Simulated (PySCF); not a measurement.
Frontier levels across methods

CH7O2PSi2.
Cartesian coordinates in Å at the PBE0-D3(BJ)/def2-SVP level; atoms count from 1:
```
atom  x, y, z in Å
O1     1.6232   -1.8407    0.7842
C2     1.4986   -0.7925    0.2063
O3     2.4082   -0.3277   -0.6606
Si4   -0.0322    0.3647    0.4417
Si5   -1.9138   -0.9820    0.0866
P6     0.0526    2.0155   -1.1057
H7     3.1224   -0.9885   -0.7061
H8     0.0343    0.8384    1.8586
H9    -3.1516   -0.1470    0.1703
H10   -1.8217   -1.5759   -1.2818
H11   -1.9728   -2.0702    1.1060
H12    1.1216    2.7025   -0.4528
H13   -0.9632    2.7864   -0.4571
```

Basis pcSseg-1 throughout (PySCF), one geometry. The structure is a single PBE0-D3(BJ)/def2-SVP conformer in the gas phase; no vibrational or solvent corrections.

Q: How do the orbital energies, the gap and the dipole change with the method?

A: 
| method | kind | HOMO (eV) | LUMO (eV) | gap (eV) | μ (D) | SCF cycles |
| --- | --- | --- | --- | --- | --- | --- |
| BLYP | GGA | -6.25 | -1.62 | 4.63 | 1.17 | 15 |
| OPBE | GGA | -6.35 | -1.68 | 4.66 | 1.13 | 16 |
| PBE | GGA | -6.39 | -1.78 | 4.61 | 1.15 | 15 |
| B97-D | GGA | -6.40 | -1.69 | 4.71 | 1.18 | 15 |
| KT3 | GGA | -6.49 | -1.72 | 4.78 | 1.17 | 16 |
| BP86 | GGA | -6.52 | -1.89 | 4.63 | 1.16 | 15 |
| KT2 | GGA | -6.53 | -1.77 | 4.76 | 1.19 | 15 |
| LDA | LDA | -6.57 | -2.02 | 4.55 | 1.20 | 15 |
| B3LYP | global hybrid | -7.50 | -1.00 | 6.50 | 1.25 | 14 |
| B97-2 | global hybrid | -7.51 | -0.86 | 6.65 | 1.25 | 14 |
| PBE0 | global hybrid | -7.75 | -0.80 | 6.95 | 1.25 | 14 |
| mPW1PW91 | global hybrid | -7.78 | -0.82 | 6.96 | 1.26 | 14 |
| BHandHLYP | global hybrid | -8.79 | 0.32 | 9.10 | 1.36 | 13 |
| CAM-B3LYP | range-separated hybrid | -9.01 | 0.41 | 9.42 | 1.28 | 13 |
| wB97X-D | range-separated hybrid | -9.59 | 0.99 | 10.58 | 1.26 | 14 |
| LC-wPBE | range-separated hybrid | -10.37 | 1.53 | 11.91 | 1.27 | 14 |
| HF | Hartree–Fock | -10.39 | 2.90 | 13.29 | 1.50 | 11 |

The HOMO spans 4.14 eV, from BLYP down to HF, and the gap runs from 4.55 eV (LDA) to 13.29 eV (HF). Over the methods BLYP (0 %), OPBE (0 %), PBE (0 %), B97-D (0 %), KT3 (0 %), BP86 (0 %), KT2 (0 %), LDA (0 %), B3LYP (20 %), B97-2 (21 %), PBE0 (25 %), mPW1PW91 (25 %), BHandHLYP (50 %), HF (100 %), a straight line through the gap against the share of exact exchange rises by 0.87 eV for each 10 % (correlation coefficient 0.999). The dipole ranges from 1.13 D (OPBE) to 1.50 D (HF). This basis has no diffuse functions.
